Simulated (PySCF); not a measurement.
Radial density of Sc⁺ (scandium, charge +1)

UHF, [Ar] 3d1 4s1, high-spin 3D determinant. Computed with PySCF 2.14 in aug-cc-pwCVTZ-DK with one added diffuse shell each of s, p, d, f, g type (11s10p8d5f4g, 152 functions), with scalar relativity by spin-free X2C-1e.

| r (bohr) | 4πr²ρ (e/bohr) | 4πr²(ρα − ρβ) |
| --- | --- | --- |
| 0.00131 | 0.1678 | 0.0001 |
| 0.00220 | 0.4305 | 0.0002 |
| 0.00370 | 1.081 | 0.0004 |
| 0.00622 | 2.618 | 0.0011 |
| 0.0105 | 5.953 | 0.0024 |
| 0.0176 | 12.10 | 0.0047 |
| 0.0296 | 20.30 | 0.0071 |
| 0.0498 | 24.88 | 0.0054 |
| 0.0838 | 20.57 | -0.0031 |
| 0.141 | 19.41 | 0.0007 |
| 0.237 | 26.41 | 0.0385 |
| 0.399 | 14.84 | 0.1276 |
| 0.671 | 7.104 | 0.4339 |
| 1.13 | 8.083 | 0.5806 |
| 1.90 | 2.008 | 0.5026 |
| 3.19 | 0.4770 | 0.4463 |
| 5.37 | 0.08591 | 0.0859 |
| 9.03 | 0.0008853 | 0.0009 |

Densities and radii are taken from the X2C orbitals without a picture-change correction, which distorts them close to the nucleus.

(1) Where is the radial spin density 4πr²(ρα − ρβ) most negative, and why is it negative at all?

Answers

(1) Around r = 0.0838 bohr, down to -0.0031 e/bohr: exchange with the open shell polarises the paired shells in an unrestricted calculation.
